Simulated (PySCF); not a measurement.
C7H9O (SMILES C[OH+]c1ccccc1), charge +1, singlet, geometry from GFN2-xTB; B3LYP5/STO-3G (PySCF).

The PySCF input:
```python
from pyscf import gto, scf, dft

mol = gto.M(
    atom='''
C     2.685811    0.472331   -0.234266
O     1.709897    0.219008    0.813866
C     0.344716    0.032506    0.329072
C     0.012225   -1.198167   -0.203273
C    -1.287997   -1.389785   -0.644071
C    -2.215372   -0.364239   -0.547660
C    -1.856711    0.860261   -0.006760
C    -0.560314    1.070148    0.438432
H     3.664630    0.556672    0.235388
H     2.679160   -0.384062   -0.906371
H     2.449290    1.378692   -0.792241
H     1.705731    0.976358    1.436760
H     0.741414   -1.990327   -0.259349
H    -1.571682   -2.343386   -1.058987
H    -3.224918   -0.520789   -0.892514
H    -2.580714    1.655043    0.072102
H    -0.276235    2.021404    0.865440
''',
    basis='sto-3g',
    charge=1,
    spin=0,
    verbose=4,
)

mf = dft.RKS(mol)
mf.xc = 'b3lyp5'
mf.kernel()
```

What the program printed (banner, timings and long lists left out):

```
PySCF version 2.14.0

[INPUT] verbose = 4
[INPUT] num. atoms = 17
[INPUT] num. electrons = 58
[INPUT] charge = 1
[INPUT] spin (= nelec alpha-beta = 2S) = 0
[INPUT] symmetry False subgroup None
[INPUT] Mole.unit = angstrom
[INPUT] Symbol           X                Y                Z      unit          X                Y                Z       unit  Magmom
[INPUT]  1 C      2.685811000000   0.472331000000  -0.234266000000 AA    5.075447212344   0.892576230142  -0.442698580297 Bohr   0.0
[INPUT]  2 O      1.709897000000   0.219008000000   0.813866000000 AA    3.231237031215   0.413865139089   1.537983842095 Bohr   0.0
[INPUT]  3 C      0.344716000000   0.032506000000   0.329072000000 AA    0.651418830756   0.061427437405   0.621855955263 Bohr   0.0
[INPUT]  4 C      0.012225000000  -1.198167000000  -0.203273000000 AA    0.023101901873  -2.264207481492  -0.384130298519 Bohr   0.0
[INPUT]  5 C     -1.287997000000  -1.389785000000  -0.644071000000 AA   -2.433961579261  -2.626313022029  -1.217117794775 Bohr   0.0
[INPUT]  6 C     -2.215372000000  -0.364239000000  -0.547660000000 AA   -4.186446344030  -0.688311953885  -1.034927409379 Bohr   0.0
[INPUT]  7 C     -1.856711000000   0.860261000000  -0.006760000000 AA   -3.508675282467   1.625657685644  -0.012774548602 Bohr   0.0
[INPUT]  8 C     -0.560314000000   1.070148000000   0.438432000000 AA   -1.058840003760   2.022286632751   0.828516404245 Bohr   0.0
[INPUT]  9 H      3.664630000000   0.556672000000   0.235388000000 AA    6.925147047865   1.051957621214   0.444818853009 Bohr   0.0
[INPUT] 10 H      2.679160000000  -0.384062000000  -0.906371000000 AA    5.062878643890  -0.725771994853  -1.712792957248 Bohr   0.0
[INPUT] 11 H      2.449290000000   1.378692000000  -0.792241000000 AA    4.628487299636   2.605350290129  -1.497118514652 Bohr   0.0
[INPUT] 12 H      1.705731000000   0.976358000000   1.436760000000 AA    3.223364432180   1.845049219528   2.715082906730 Bohr   0.0
[INPUT] 13 H      0.741414000000  -1.990327000000  -0.259349000000 AA    1.401069404918  -3.761172928327  -0.490098580680 Bohr   0.0
[INPUT] 14 H     -1.571682000000  -2.343386000000  -1.058987000000 AA   -2.970048534909  -4.428357744140  -2.001195399475 Bohr   0.0
[INPUT] 15 H     -3.224918000000  -0.520789000000  -0.892514000000 AA   -6.094211794180  -0.984148578686  -1.686607022340 Bohr   0.0
[INPUT] 16 H     -2.580714000000   1.655043000000   0.072102000000 AA   -4.876842665831   3.127577994379   0.136253033033 Bohr   0.0
[INPUT] 17 H     -0.276235000000   2.021404000000   0.865440000000 AA   -0.522008496019   3.819899947100   1.635444577244 Bohr   0.0

nuclear repulsion = 357.373546176834
number of shells = 33
number of NR pGTOs = 147
number of NR cGTOs = 49
basis = sto-3g
ecp = {}

******** <class 'pyscf.dft.rks.RKS'> ********
method = RKS
initial guess = minao
damping factor = 0
level_shift factor = 0
DIIS = <class 'pyscf.scf.diis.CDIIS'>
diis_start_cycle = 1
diis_space = 8
diis_damp = 0
SCF conv_tol = 1e-09
SCF conv_tol_grad = None
SCF max_cycles = 50
direct_scf = True
direct_scf_tol = 1e-13
XC library pyscf.dft.libxc version 7.1.2
    S. Lehtola, C. Steigemann, M. J. T. Oliveira, and M. A. L. Marques,  SoftwareX 7, 1–5 (2018)
XC functionals = b3lyp5
    P. A. M. Dirac,  Math. Proc. Cambridge Philos. Soc. 26, 376 (1930)
    F. Bloch,  Z. Phys. 57, 545 (1929)
    A. D. Becke,  Phys. Rev. A 38, 3098 (1988)
    C. Lee, W. Yang, and R. G. Parr,  Phys. Rev. B 37, 785 (1988)
    B. Miehlich, A. Savin, H. Stoll, and H. Preuss,  Chem. Phys. Lett. 157, 200 (1989)
    S. H. Vosko, L. Wilk, and M. Nusair,  Can. J. Phys. 58, 1200 (1980)
radial grids:
    Treutler-Ahlrichs [JCP 102, 346 (1995); DOI:10.1063/1.469408] (M4) radial grids

becke partition: Becke, JCP 88, 2547 (1988); DOI:10.1063/1.454033
pruning grids: <function nwchem_prune>
grids dens level: 3
symmetrized grids: False
atomic radii adjust function: <function treutler_atomic_radii_adjust>
small_rho_cutoff = 0
Set gradient conv threshold to 3.16228e-05
Initial guess from minao.
tot grids = 201184
init E= -344.301022486814
  HOMO = -0.256974173441528  LUMO = -0.0197553433039352  gap/eV = 6.45505
cycle= 1 E= -342.541826176256  delta_E= 1.76  |g|= 0.318  |ddm|= 5.54
  HOMO = -0.365230186702454  LUMO = -0.12231594843552  gap/eV = 6.61003
cycle= 2 E= -342.524060638747  delta_E= 0.0178  |g|= 0.409  |ddm|= 1.04
  HOMO = -0.377130600788503  LUMO = -0.100729109251751  gap/eV = 7.52127
cycle= 3 E= -342.580994876082  delta_E= -0.0569  |g|= 0.0558  |ddm|= 0.619
  HOMO = -0.382734134418661  LUMO = -0.103800722988342  gap/eV = 7.59016
cycle= 4 E= -342.581840520592  delta_E= -0.000846  |g|= 0.0276  |ddm|= 0.111
  HOMO = -0.381810796688592  LUMO = -0.104046745017397  gap/eV = 7.55834
cycle= 5 E= -342.582094191382  delta_E= -0.000254  |g|= 0.00545  |ddm|= 0.0412
  HOMO = -0.38168112895193  LUMO = -0.103611357086074  gap/eV = 7.56666
cycle= 6 E= -342.58210314279  delta_E= -8.95e-06  |g|= 0.00114  |ddm|= 0.00789
  HOMO = -0.381638551430939  LUMO = -0.103553083505044  gap/eV = 7.56709
cycle= 7 E= -342.582103515945  delta_E= -3.73e-07  |g|= 0.000384  |ddm|= 0.00181
  HOMO = -0.38166325690537  LUMO = -0.103588648201219  gap/eV = 7.56680
cycle= 8 E= -342.582103557926  delta_E= -4.2e-08  |g|= 7.39e-05  |ddm|= 0.000498
  HOMO = -0.381671313667264  LUMO = -0.103590115028644  gap/eV = 7.56697
cycle= 9 E= -342.582103559437  delta_E= -1.51e-09  |g|= 2.95e-05  |ddm|= 0.000113
  HOMO = -0.381668578067537  LUMO = -0.103589123481911  gap/eV = 7.56693
cycle= 10 E= -342.582103559682  delta_E= -2.45e-10  |g|= 7.85e-06  |ddm|= 3.92e-05
  HOMO = -0.381668640717757  LUMO = -0.103588199835611  gap/eV = 7.56695
Extra cycle  E= -342.582103559669  delta_E= 1.24e-11  |g|= 1.01e-05  |ddm|= 2.37e-05
converged SCF energy = -342.582103559669
```
